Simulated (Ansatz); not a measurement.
Basis-set extrapolation for C3H4F4, SMILES `FCC(F)C(F)F` (PBE0-D4/def2-TZVP geometry, frozen core, Ansatz). Multiplicity 1, RHF reference.

|  | def2-TZVPP | def2-QZVPP |
| --- | --- | --- |
| HF | -513.901657 | -513.923859 |
| MP2 correlation | -1.486195 | -1.616117 |
| CCSD(T) correlation | -1.561439 | not run |

Energies in hartree. Use E(X) = E(∞) + A·exp(−7.88·√X) for Hartree–Fock and E(X) = E(∞) + B·X^(−2.97) for correlation, with X = 3 and 4, and add CCSD(T) minus MP2 of the smaller set to the MP2 limit.

What is the CCSD(T) energy at the basis-set limit?

HF limit: -513.923859 + (-0.022202) × 0.13774 = -513.92692. MP2 limit: -1.616117 + (-0.129922) × 0.74074 = -1.71236. Higher-order term: -1.561439 − (-1.486195) = -0.07524. Total: -515.71452 hartree, 660.1 kJ/mol below CCSD(T)/def2-TZVPP.
